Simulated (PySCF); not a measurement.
**Polarisability and C₆ of Hg (mercury, neutral)**

[Xe] 4f14 5d10 6s2, closed-shell 1S. Calculation: PySCF 2.14, in aug-cc-pwCVTZ-PP with ECP60MDF (8s8p7d4f3g, 122 functions); scalar relativity through the core potential. Coupled (time-dependent) response in atomic units; α is the mean over directions.

```tsv
method	mean α (bohr³)	C₆ (like pair)	S(−4)
UHF	44.94	444.3	808.2
PBE	35.12	341.0	425.8
PBE0	36.53	354.9	472.3
```

S(−4) is the Cauchy moment in α(ω) = α(0) + S(−4) ω² + …

Reference α: 33.91 ± 0.34 bohr³ (recommended; Schwerdtfeger and Nagle, table of static dipole polarizabilities (2023 update)). Published C₆: 268.0 (Gould and Bucko (2016)).

Hartree-Fock lies above the reference because it lacks correlation, which contracts the outer shell.

α(iu) at PBE0:

```
u (hartree)  α(iu) (bohr³)
          0          36.53
     0.0500          35.40
      0.100          32.50
      0.200          25.26
      0.300          19.40
      0.500          12.58
      0.750          8.507
       1.00          6.301
       1.50          3.954
       2.00          2.738
       3.00          1.538
       5.00         0.6757
```

A single London oscillator, α(iu) = α/(1 + u²/ω²), gives C₆ = (3/4) ω α². Matching the computed C₆ needs ω = 4 × 354.9 / (3 × 36.53²) = 0.355 hartree.

Energies and moments cover only the electrons outside the core potential. Spin-orbit coupling, which splits the p, d and f shells strongly at this Z, is absent.
